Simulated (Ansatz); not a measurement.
Start from `BC(=C)BO` and change one atom or group to get `B[C](=C)[AlH][F]`.

Ansatz, PBE0-D4/def2-TZVP geometries, multiplicity 1. Each molecule was computed in one conformer, which needn't be the lowest.

| property | `BC(=C)BO` |
| --- | --- |
| LUMO energy (B3LYP/def2-TZVPP) / eV | -2.64 |
| size of the dipole moment (B3LYP/def2-TZVPP) / D | 1.64 |
| LUMO energy (PBE/def2-TZVPP) / eV | -3.44 |
| zero-point energy (PBE0-D4/def2-TZVP) / kJ/mol | 214.4 |
| HOMO energy (B3LYP/def2-TZVPP) / eV | -8.18 |
| HOMO energy (ωB97M-V/def2-TZVPP) / eV | -10.65 |

Task: What does the change do to each property? (An estimate is asked.)

Result: Computed: 
| property | `B[C](=C)[AlH][F]` | shift |
| --- | --- | --- |
| LUMO energy (B3LYP/def2-TZVPP) / eV | -2.62 | 0.02 |
| size of the dipole moment (B3LYP/def2-TZVPP) / D | 2.48 | 0.84 |
| LUMO energy (PBE/def2-TZVPP) / eV | -3.43 | 0.01 |
| zero-point energy (PBE0-D4/def2-TZVP) / kJ/mol | 162.3 | -52.1 |
| HOMO energy (B3LYP/def2-TZVPP) / eV | -7.78 | 0.40 |
| HOMO energy (ωB97M-V/def2-TZVPP) / eV | -10.14 | 0.51 |

The zero-point energy changes by -52.1 kJ/mol with -3 modes. Dipoles are sizes alone; their direction can turn.

B3LYP here is the variant with VWN-RPA as its local correlation; programs differ in this.
